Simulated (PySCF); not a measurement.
**Relaxation of singlet SbH₆⁻**

Level of theory: PBE0 in PySCF with Sb def2-TZVPD with ECP28, H def2-TZVPD; scalar-relativistic core potentials, no spin–orbit coupling; density-fitted integrals. A (50,194) grid was used.

A hand-made octahedral start, of Oh symmetry, held to at least that symmetry:

```xyz
7
charge -1 multiplicity 1, angstrom
Sb    0.0000    0.0000    0.0000
H     0.0000    0.0000    1.7200
H     0.0000    0.0000   -1.7200
H     1.7200    0.0000    0.0000
H     0.0000    1.7200    0.0000
H    -1.7200    0.0000    0.0000
H     0.0000   -1.7200    0.0000
```

Task: What forces act on the atoms at the start (eV/Å)?

Result: 
| atom | Fx | Fy | Fz |
| --- | --- | --- | --- |
| Sb1 | 0.00 | 0.00 | 0.00 |
| H2 | 0.00 | 0.00 | 1.09 |
| H3 | 0.00 | 0.00 | -1.09 |
| H4 | 1.09 | 0.00 | 0.00 |
| H5 | 0.00 | 1.09 | 0.00 |
| H6 | -1.09 | 0.00 | 0.00 |
| H7 | 0.00 | -1.09 | 0.00 |

Task: What does it relax to?

Result: It ends at Oh with Sb–H 1.799 Å (×6); H–Sb–H 90.0° (×12), H–Sb–H 180.0° (×3). A frequency run shows a minimum. Other isomers or separated fragments may lie lower.

Task: How much energy is released, and in how many steps?

Result: 23.8 kJ/mol in 3 steps.

The relaxation took about 23 core-seconds on a shared host.
